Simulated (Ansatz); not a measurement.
`[F][In]([Cl])[O][SiH3]` + `[CH3][GeH2][SH]` → `[F][In]([SH])[O][SiH3]` + `[CH3][GeH2][Cl]`  (redistribution)

Program: Ansatz. Geometries: PBE0-D4/def2-TZVP. ΔE: electronic, gas phase. CCSD(T)/CBS adds triple-zeta CCSD(T) − MP2 to the extrapolated MP2 energy (def2 sets, frozen cores). DFT in def2-TZVPP. Elements past krypton have def2 core potentials. For Ge, In outer-core shells are correlated without core-valence functions, which leaves a few kJ/mol of doubt a bond. Scalar relativity is left out up to krypton. Each species was taken in one conformer, which may not be the lowest.

`[F][In]([Cl])[O][SiH3]`:

```xyz
8

F     0.703   -1.629    2.093
In   -0.152   -1.770    0.366
Cl   -0.873   -3.798   -0.384
O    -0.339   -0.111   -0.634
Si    0.073    1.461   -0.405
H     1.540    1.602   -0.194
H    -0.629    2.029    0.778
H    -0.324    2.216   -1.621
```

`[CH3][GeH2][SH]`:

```xyz
9

C    -1.293    0.212   -0.477
Ge    0.317   -0.295    0.490
S     2.011    0.588   -0.663
H    -2.174   -0.186    0.030
H    -1.261   -0.186   -1.491
H    -1.374    1.298   -0.523
H     0.485   -1.825    0.553
H     0.323    0.271    1.923
H     2.966    0.123    0.158
```

`[F][In]([SH])[O][SiH3]`:

Cartesian coordinates in Å:
```
F 1.005 2.141 0.032
In 0.993 0.373 -0.775
S 2.510 -0.165 -2.474
O -0.372 -0.800 -0.012
Si -1.524 -0.673 1.144
H 3.056 1.064 -2.428
H -2.522 0.377 0.799
H -0.929 -0.334 2.466
H -2.218 -1.983 1.249
```

`[CH3][GeH2][Cl]`:

```xyz
8

C    -0.589    0.399   -0.793
Ge    0.574   -0.420    0.526
Cl   -0.017    0.329    2.468
H    -0.483    1.483   -0.758
H    -1.626    0.136   -0.586
H    -0.325    0.047   -1.792
H     2.048   -0.026    0.345
H     0.419   -1.947    0.590
```

```tsv
level	ΔE (kJ/mol)
BLYP-D4	-21.1
BHLYP-D4	-19.5
```

Task: What does CCSD(T)/CBS give? (Best estimate.)

Result: The calculation gave: -18.7 kJ/mol. The listed levels differ from it by -2.4, -0.8 kJ/mol.

Largest T1 diagnostic among the species: 0.015.

At CCSD(T), def2-SVP lies +4.2 kJ/mol from the extrapolated value and def2-TZVPP −0.3 kJ/mol. In def2-TZVPP, CCSD(T) changes the Hartree–Fock value by −3.3 kJ/mol (the triples alone add −0.2 kJ/mol) and MP2 by −5.1 kJ/mol.
